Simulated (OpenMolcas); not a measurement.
**OpenMolcas run: Cl II**

Input:

```
&GATEWAY
Coord
1

Cl 0.0 0.0 0.0
Basis=ANO-RCC-VTZP
Group=XYZ
NoMove
AngMom=0.0 0.0 0.0
AMFI
&SEWARD
&RASSCF
FileOrb=start.orb
Symmetry=1
Spin=3
nActEl=4 0 0
Inactive=3 3
Ras2=0 3
CIRoot=3 3 1
SDav=3
CIMx=300
Iter=120 100
PrWF=0.3
OrbListing=Nothing
MaxOrb=0
Atom
>>> COPY $Project.JobIph JOB001
&RASSCF
FileOrb=start.orb
Symmetry=1
Spin=1
nActEl=4 0 0
Inactive=3 3
Ras2=0 3
CIRoot=6 6 1
SDav=6
CIMx=300
Iter=120 100
PrWF=0.3
OrbListing=Nothing
MaxOrb=0
Atom
>>> COPY $Project.JobIph JOB002
&RASSI
NrOfJobIphs=2 3 6
1 2 3
1 2 3 4 5 6
IphNames
JOB001
JOB002
EJob
SpinOrbit
DIPRint=1.0
SOCoupling=1000.0
Subsets=2
MEES
Property=10
'ANGMOM' 1 'ANGMOM' 2 'ANGMOM' 3 'MLTPL  1' 1 'MLTPL  1' 2 'MLTPL  1' 3
'AMFI' 1 'AMFI' 2 'AMFI' 3 'MLTPL  2' 6
SOProperty=3
'ANGMOM' 1 'ANGMOM' 2 'ANGMOM' 3
```

A driver script runs the steps one by one and writes start.orb anew before each from the orbitals found so far.

Output, cut to the results:

```
--- SEWARD ---
Basis set label: CL.ANO-RCC...5S4P2D1F.

      Electronic valence basis set:
      ------------------
      Associated Effective Charge  17.000000 au
      Associated Actual Charge     17.000000 au
      Nuclear Model: Point charge

      Shell  nPrim  nBasis  Cartesian Spherical Contaminant
         s      17       5        X
         p      12       4        X
         d       5       2                 X
         f       4       1                 X
                  Relativistic Douglas-Kroll-Hess integrals:
                    - DKH order of Hamiltonian: 2
                    - DKH order of Properties : 0
                  Atomic mean-field integrals
--- RASSCF ---
Wave function specifications:
      -----------------------------

      Number of closed shell electrons          12
      Number of electrons in active shells       4
      Max number of holes in RAS1 space          0
      Max nr of electrons in RAS3 space          0
      Number of inactive orbitals                6
      Number of active orbitals                  3
      Number of secondary orbitals              25
      Spin quantum number                      1.0
      State symmetry                             1
Orbital specifications:
      -----------------------

      Symmetry species                           1   2
                                                ag  au
      Frozen orbitals                            0   0
      Inactive orbitals                          3   3
      Active orbitals                            0   3
      RAS1 orbitals                              0   0
      RAS2 orbitals                              0   3
      RAS3 orbitals                              0   0
      Secondary orbitals                        12  13
      Deleted orbitals                           0   0
      Number of basis functions                 15  19
      Number of CSFs                             3
      Number of root(s) required                 3
      Iter CI   SX   CI       RASSCF       Energy    max ROT     max BLB   max BLB  Level Ln srch  Step   QN
          iter iter root      energy       change     param      element    value   shift minimum  type update
 Nr of preliminary CI iterations:   1
        1   1    7    0  -460.40527678    0.00E+00  -1.12E-01*   3   4 1  1.76E-01*  0.00   0.00    SX    NO
        2   1    7    0  -460.45718750   -5.19E-02* -7.53E-03    3   5 1  4.33E-02*  0.00   0.00    SX    NO
        3   1    7    0  -460.45820904   -1.02E-03*  2.33E-03    2  11 2  4.60E-03*  0.00   0.00    SX    NO
        4   1    6    0  -460.45824063   -3.16E-05*  3.82E-04    3   5 1  1.26E-03*  0.00   0.00    SX    NO
        5   1    5    0  -460.45824173   -1.09E-06*  6.53E-05    3   4 1  1.60E-04*  0.00   0.85    QN   YES
        6   1    4    0  -460.45824177   -4.00E-08*  2.97E-06    3   5 1  1.25E-05   0.00   1.01    QN   YES
        7   1    3    0  -460.45824177   -6.50E-11  -5.20E-07    3   5 1  1.53E-06   0.00   1.14    QN   YES
      Convergence after  7 iterations
        8   1    3    0  -460.45824177   -1.02E-12  -5.20E-07    3   5 1 -8.11E-08   0.00   1.14    QN   YES
      Natural orbitals and occupation numbers for root  1
      sym 2:   2.000000   1.000000   1.000000
      Natural orbitals and occupation numbers for root  2
      sym 2:   1.000000   1.000000   2.000000
      Natural orbitals and occupation numbers for root  3
      sym 2:   1.000000   2.000000   1.000000
::    RASSCF root number  1 Total energy:   -460.45824177
::    RASSCF root number  2 Total energy:   -460.45824177
::    RASSCF root number  3 Total energy:   -460.45824177
--- RASSCF ---
Wave function specifications:
      -----------------------------

      Number of closed shell electrons          12
      Number of electrons in active shells       4
      Max number of holes in RAS1 space          0
      Max nr of electrons in RAS3 space          0
      Number of inactive orbitals                6
      Number of active orbitals                  3
      Number of secondary orbitals              25
      Spin quantum number                      0.0
      State symmetry                             1
Orbital specifications:
      -----------------------

      Symmetry species                           1   2
                                                ag  au
      Frozen orbitals                            0   0
      Inactive orbitals                          3   3
...
--- RASSI ---
SPIN-FREE ENERGIES:
  (Shifted by EMIN (a.u.) =       -460.4582417662)

 SF State       Relative EMIN(au)   Rel lowest level(eV)    D:o, cm**(-1)      L_eff

     1             0.0000000000        0.0000000000              0.0000         1.0
     2             0.0000000000        0.0000000000              0.0000         1.0
     3             0.0000000000        0.0000000000              0.0000         1.0
     4             0.0641544051        1.7457302969          14080.2644         2.0
     5             0.0641544051        1.7457302969          14080.2644         2.0
     6             0.0641544051        1.7457302969          14080.2644         2.0
     7             0.0641544051        1.7457302969          14080.2644         2.0
     8             0.0641544051        1.7457302969          14080.2644         2.0
     9             0.1598718561        4.3503348271          35087.8167         0.0
     Dipole printing threshold changed to   1.00000000E+00
Eigenvalues of complex Hamiltonian:
   -----------------------------------
  (Shifted by EMIN (a.u.) =       -460.4582417662)

 SO State       Relative EMIN(au)   Rel lowest level(eV)    D:o, cm**(-1)     J-value

     1            -0.0015067338        0.0000000000              0.0000         1.0
     2            -0.0015067338        0.0000000000              0.0000         1.2
     3            -0.0015067338        0.0000000000              0.0000         1.8
     4            -0.0015067338        0.0000000000              0.0000         1.7
     5            -0.0015067338        0.0000000000              0.0000         1.9
     6             0.0014435302        0.0802807730            647.5081         0.6
     7             0.0014435302        0.0802807730            647.5081         1.0
     8             0.0014435302        0.0802807730            647.5081         0.6
     9             0.0027813883        0.1166857469            941.1340        -0.0
...
```

The J values that RASSI prints are effective ones from its own formula and need not be integers or half-integers; the table below assigns J from the states.

Levels above the lowest, from the spin-orbit matrix, grouped by J:

| Configuration | Term | J | E (cm-1) | Measured (cm-1) | Term weight % |
| --- | --- | --- | --- | --- | --- |
| 3s2 3p4 | 3P | 2 | 0.0 | 0.0 | 100 |
| 3s2 3p4 | 3P | 1 | 648 | 696 | 100 |
| 3s2 3p4 | 3P | 0 | 941 | 996 | 100 |
| 3s2 3p4 | 1D | 2 | 14425 | 11654 | 100 |
| 3s2 3p4 | 1S | 0 | 35442 | 27878 | 100 |

Against the 4 measured excited levels shown (NIST Handbook of Basic Atomic Spectroscopic Data) the mean absolute deviation is 2600 cm-1; the largest miss in energy is 3s2 3p4 1S0: computed 35442, measured 27878 cm-1 (+27.1 %).

Without dynamic correlation excited terms often stand tens of per cent too high (terms of higher spin than the ground term too low), and those without a measured partner can miss by more than the paired ones. With the s shell closed, the reference lacks s² → p² mixing. Computed and measured levels are paired by configuration, term and J; levels that our copy of the source lacks, or whose pairing is in doubt (as where it misses far off the trend of its configuration), stay unpaired and out of the deviations. Levels of configurations outside the active space are missing.

The term weight is that of the spin-free term in the level, not the purity of its configuration.
